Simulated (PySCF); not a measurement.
## Frontier orbitals and the lowest excitations

Species: C3H7Al.
Structure used (PBE0-D3(BJ)/def2-SVP), in Å, numbered top down from 1:
```
atom  x, y, z in Å
C1    -0.3791    1.0599    0.9831
C2    -0.0825    0.1046    0.0812
C3    -1.1423   -0.4649   -0.8204
Al4    1.7910   -0.4516    0.0561
H5    -1.3969    1.4621    1.0976
H6     0.3782    1.4876    1.6510
H7    -0.8825   -0.3277   -1.8834
H8    -1.2498   -1.5529   -0.6748
H9    -2.1288   -0.0020   -0.6503
H10    2.7779    0.2510    1.0889
H11    2.3208   -1.5636   -0.9557
```

Computed with TDDFT PBE0/def2-SVPD, vertical, gas phase, core orbitals frozen in the response in PySCF 2.14.0, density-fitted response routines.

Kohn–Sham orbitals with the atoms that hold most of them (Löwdin shares over 4%, at most four atoms; ? is withheld):

| orbital | ε (eV) | atoms |
| --- | --- | --- |
| LUMO+2 | 0.46 | Al4 55%, C3 10%, C1 7%, C2 6% |
| LUMO+1 | 0.39 | C2 30%, C1 23%, Al4 17%, H6 6% |
| LUMO | ? | ? |
| HOMO | -7.64 | C1 38%, C2 35%, C3 10%, Al4 4% |
| HOMO-1 | -7.83 | ? |
| HOMO-2 | -8.33 | Al4 38%, H10 32%, H11 24% |
| HOMO-3 | -10.23 | C3 27%, C1 23%, C2 13%, H6 11% |

Give the leading atoms of the HOMO-1.

C2 (bonded to Al and 2 C) 34%; Al4 (bonded to C and 2 H) 22%; C1 (bonded to C and 2 H) 10%; H11 (bonded to Al) 9%. By element: carbon 45% or more, aluminium 22%, hydrogen 9% or more.

Which atoms hold the LUMO, and with what shares?

Al4 (bonded to C and 2 H) 51%; C2 (bonded to Al and 2 C) 15%; C1 (bonded to C and 2 H) 14%; H11 (bonded to Al) 8%. By element: aluminium 51%, carbon 29% or more, hydrogen 8% or more.

What is the LUMO energy, and the HOMO–LUMO gap?

ε(LUMO) = -1.57 eV; the gap is 6.06 eV (0.2228 hartree).

The HOMO–LUMO gap is 6.06 eV. Where does the response calculation put the lowest singlet, and from which orbitals?

S1 is at 4.78 eV (f = 0.0012), 1.29 eV below the gap, made of HOMO-1→LUMO (99%). Its leading pair isn't HOMO and LUMO; the energies of that pair differ by 6.26 eV. Without the coupling terms of the response equations the lowest excitation would equal the gap.

One configuration dominates each of S1, S2, S3 and S4. Which, and how do the shares of the two leading atoms of either orbital change from the occupied to the empty one?

- S1 (4.78 eV, f 0.0012), HOMO-1→LUMO (99%): C2 34% → 15%, Al4 22% → 51%
- S2 (5.23 eV, f 0.090), HOMO→LUMO (96%): C1 38% → 14%, C2 35% → 15%, Al4 4% → 51%
- S3 (5.28 eV, f 0.0003), HOMO-2→LUMO (99%): Al4 38% → 51%, H10 32% → at most 9%, C2 at most 4% → 15%
- S4 (6.55 eV, f 0.0030), HOMO-1→LUMO+1 (98%): C2 34% → 30%, Al4 22% → 17%, C1 10% → 23%

Löwdin shares depend on the basis, the more so with diffuse functions.
